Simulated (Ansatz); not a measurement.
H2AlFS2, singlet, at a GFN2-xTB geometry (such geometries of metal compounds can be far from the true shape), with bond 6-5 at 2.4 times its length; CASSCF(4,4)/STO-3G (Ansatz, an electronic-structure program).

Here is a job for Ansatz.
Ansatz 0.2 input:
```yaml
crystal:
  periodic: [false, false, false]
  atoms:
    - {symbol: Al, position_ang: [0.15832008, -0.34480653, 0.06214588]}
    - {symbol: F, position_ang: [0.94310388, -1.70851493, 0.55684339]}
    - {symbol: S, position_ang: [0.34907943, 1.39436230, 1.38627414]}
    - {symbol: H, position_ang: [1.12143983, 0.70435825, 2.21585655]}
    - {symbol: S, position_ang: [-0.99569200, -0.26043275, -1.79009719]}
    - {symbol: H, position_ang: [-1.77819450, 2.79313801, -1.27188357]}
basis:
  gaussian:
    orbitals: STO-3G
hamiltonian:
  xc: hf
magnetization: {spin_polarized: false}
correlation: {active_space: {window: {electrons: 4, orbitals: 4}}}
```

It wrote (shortened):

```
Functional definition: HF
383 factors; integrals over basis functions are off by at most 2.9e-5 eV
mean field evaluation 1: about -30587.3478 eV, gradient 3.2e1 eV
mean field evaluation 2: about -30587.3744 eV, gradient 3.2e1 eV
mean field evaluation 4: about -30593.7115 eV, gradient 1.2e1 eV
mean field evaluation 8: about -30594.7520 eV, gradient 4.9e-2 eV
mean field evaluation 16: about -30593.7294 eV, gradient 7.7e0 eV
mean field evaluation 32: about -30592.9915 eV, gradient 3.4e-1 eV
mean field -30594.74949640 eV, -1124.3363061266 hartree, gradient 1.2e-6 eV, S^2 0.000000; 4 other end points of the search recorded, 0 dependent functions left out
reference -30594.74949640 eV, -1124.3363061266 hartree; 28, 28 occupied and 6, 6 virtual orbitals, 383 factors
state -30601.04075026 eV, -1124.5675054416 hartree
2 active orbitals were swapped for others, from the solution at -30600.86702465 eV, -1124.5611211432 hartree to that at -30601.04075026 eV, -1124.5675054416 hartree; typed "places" are swapped only where nearly empty or full, and so, without "given_window_search", are "orbital_numbers", "shells" and a window whose orbitals a file names under [Active]
Total energy: -30601.04075026 eV, -1124.5675054416 hartree
```
